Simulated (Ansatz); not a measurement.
Geometry optimisation, RKS PBE/def2-SVP (Ansatz).

Input file:

```yaml
crystal:
  periodic: [false, false, false]
  atoms:
    - { symbol: Si, position_ang: [-0.144907, -0.087982, 0.083525] }
    - { symbol: Cl, position_ang: [1.17009, -1.674704, -0.062524] }
    - { symbol: H, position_ang: [-1.180456, -0.146676, -0.91692] }
    - { symbol: Br, position_ang: [0.769495, 1.881498, -0.60653] }
    - { symbol: H, position_ang: [-0.614223, 0.027863, 1.502449] }
basis:
  gaussian: { orbitals: def2-SVP }
hamiltonian:
  xc: pbe
relax:
  f_tol: 0.03
  max_steps: 50
output:
  orbitals: {}
```

Command:

```bash
$ ansatz run input.yaml --threads 2 --pin off --max-ram 3072MiB --backend cpu --events-out ev --progress --plain --runs-dir out
```

Where does it end, and by what steps?

The run converged. After 3 steps the energy has fallen by 0.114 eV; H3 moved furthest, 0.17 Å.

```csv
step,energy less start (eV),largest force component (eV/Å),accepted
0,0.0000,0.925,yes
1,-0.1030,0.303,yes
2,-0.1129,0.119,yes
3,-0.1140,0.014,yes
```

```xyz
5
Properties=species:S:1:pos:R:3
Si -0.143 -0.041 0.047
Cl 1.177 -1.632 -0.088
H -1.277 -0.280 -0.900
Br 0.851 1.874 -0.522
H -0.608 0.079 1.463
```

Whether the end is a true minimum wasn't checked by a vibrational analysis.

The run took 2.7 s on 2 threads of Intel(R) Xeon(R) Platinum 8488C (Sapphire Rapids), on a shared host, peak memory 0.15 GiB.
